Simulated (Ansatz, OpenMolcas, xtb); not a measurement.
# How methods differ on InSi2H7 (SMILES [SiH3][SiH2][InH2])

InSi2H7: 10 atoms, total charge 0, spin state singlet. As SMILES, `[SiH3][SiH2][InH2]`. Geometry: relaxed at PBE0-D4/def2-TZVP.

```xyz
10

Si   -1.4509    0.7323   -0.8216
Si    0.0231   -0.9827   -0.2224
In    1.8848   -0.0627    1.2931
H    -2.5411    0.2487   -1.7115
H    -0.7077    1.8121   -1.5275
H    -2.0657    1.3205    0.4005
H    -0.7613   -2.0569    0.4518
H     0.5887   -1.5579   -1.4773
H     1.7614   -0.1609    3.0139
H     3.2688    0.7075    0.6011
```

Each level gives the electronic atomisation energy (eV). The values are calculated. Electronic energies at fixed atoms, without zero-point motion or spin-orbit coupling.

```json
{"level": "GFN0-xTB", "kind": "semi-empirical", "program": "xtb", "value (eV)": "36.95"}
{"level": "HF/def2-SVP (core potential)", "kind": "Hartree–Fock", "program": "OpenMolcas", "value (eV)": "19.65"}
{"level": "SVWN5/def2-SVP (core potential)", "kind": "LDA", "program": "Ansatz", "value (eV)": "28.69"}
{"level": "revPBE/def2-SVP (core potential)", "kind": "GGA", "program": "Ansatz", "value (eV)": "24.71"}
{"level": "r2SCAN/def2-SVP (core potential)", "kind": "meta-GGA", "program": "Ansatz", "value (eV)": "25.98"}
{"level": "M06-2X/def2-SVP (core potential)", "kind": "hybrid meta-GGA", "program": "OpenMolcas", "value (eV)": "25.59"}
{"level": "r2SCAN0/def2-SVP (core potential)", "kind": "hybrid meta-GGA", "program": "Ansatz", "value (eV)": "25.89"}
{"level": "HSE06/def2-SVP (core potential)", "kind": "range-separated hybrid", "program": "Ansatz", "value (eV)": "25.49"}
{"level": "RPA@PBE0/def2-SVP (core potential)", "kind": "RPA", "program": "Ansatz", "value (eV)": "24.28"}
{"level": "MP2/def2-SVP (core potential)", "kind": "perturbation theory", "program": "Ansatz", "value (eV)": "24.03"}
```

The values span 19.65 to 36.95 eV. GFN0-xTB: no spin polarisation, so open shells miss the exchange term that lowers them. In the correlated wave-function rows the outer d shell of In is correlated, in sets not made for it.
